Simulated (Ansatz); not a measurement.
Species: H$_{6}$GaN, SMILES `[NH3+][GaH3-]` (charge 0, multiplicity 1).

Problem. Give a relaxed geometry from Ansatz (a quantum-chemistry and plane-wave program) with B3LYP-D3(BJ)/def2-TZVP.

Solution. the end point of this relaxation (outside a Z-matrix the atoms follow the SMILES, hydrogens last).
Cartesian coordinates (Å) in one orientation:
```xyz
8

N     -1.036    -0.073     0.028
Ga     1.138     0.080    -0.031
H     -1.322    -0.927     0.494
H     -1.420    -0.078    -0.912
H     -1.436     0.713     0.530
H      1.398     0.124     1.529
H      1.435    -1.272    -0.797
H      1.243     1.434    -0.842
```
